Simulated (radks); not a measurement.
Neutral nickel inside a hard spherical wall (all orbitals vanish at R), configuration held at [Ar] 3d8 4s2 and not refilled when levels cross. Calculated with a radial shooting solver on a logarithmic mesh with Libxc functionals: non-relativistic Kohn-Sham, PBE, spin-polarised, spherical densities, point nucleus; open shells are filled with parallel spins first. Eigenvalues in eV for spin up, with the zero of energy where the potential of the charges vanishes at infinity; a dash marks a level that is unbound or too diffuse for the functional's potential to be trusted. A positive occupied level is held by the wall or, in an anion where self-interaction has pushed it up, behind a barrier. The pressure on the wall is -dE/dV.

R (bohr) = free: E (hartree) -1508.02106; kinetic (hartree) 1506.903; e(3s) -109.05; e(3p) -71.700; e(3d) -10.116; e(4s) -5.682; e(4p, empty) -1.310; e(5s, empty) -; pressure (GPa) 0
R (bohr) = 20: E (hartree) -1508.02106; kinetic (hartree) 1506.903; e(3s) -109.05; e(3p) -71.700; e(3d) -10.116; e(4s) -5.682; e(4p, empty) -1.310; e(5s, empty) -; pressure (GPa) < 0.0001
R (bohr) = 15: E (hartree) -1508.02106; kinetic (hartree) 1506.903; e(3s) -109.05; e(3p) -71.699; e(3d) -10.116; e(4s) -5.682; e(4p, empty) -1.307; e(5s, empty) 0.270; pressure (GPa) < 0.0001
R (bohr) = 12: E (hartree) -1508.02104; kinetic (hartree) 1506.903; e(3s) -109.05; e(3p) -71.697; e(3d) -10.113; e(4s) -5.680; e(4p, empty) -1.285; e(5s, empty) 0.716; pressure (GPa) 0.000346
R (bohr) = 8: E (hartree) -1508.01874; kinetic (hartree) 1506.922; e(3s) -108.91; e(3p) -71.551; e(3d) -9.969; e(4s) -5.553; e(4p, empty) -0.901; e(5s, empty) 3.628; pressure (GPa) 0.101
R (bohr) = 7: E (hartree) -1508.01345; kinetic (hartree) 1506.957; e(3s) -108.68; e(3p) -71.328; e(3d) -9.751; e(4s) -5.347; e(4p, empty) -0.467; e(5s, empty) 5.937; pressure (GPa) 0.430
R (bohr) = 6: E (hartree) -1507.99624; kinetic (hartree) 1507.051; e(3s) -108.17; e(3p) -70.814; e(3d) -9.252; e(4s) -4.828; e(4p, empty) 0.465; e(5s, empty) 10.202; pressure (GPa) 1.91
R (bohr) = 3.5: E (hartree) -1507.44622; kinetic (hartree) 1509.145; e(3s) -101.45; e(3p) -64.156; e(3d) -2.824; e(4s) 4.662; e(4p, empty) 13.562; e(5s, empty) 56.783; pressure (GPa) 155
R (bohr) = 3: E (hartree) -1506.81737; kinetic (hartree) 1511.271; e(3s) -96.721; e(3p) -59.510; e(3d) 1.803; e(4s) 13.275; e(4p, empty) 24.184; e(5s, empty) 89.704; pressure (GPa) 487
R (bohr) = 1.5: E (hartree) -1483.72064; kinetic (hartree) 1581.511; e(3s) -26.806; e(3p) 12.453; e(3d) 81.532; e(4s) 225.80; e(4p, empty) 246.54; e(5s, empty) 630.60; pressure (GPa) 68700
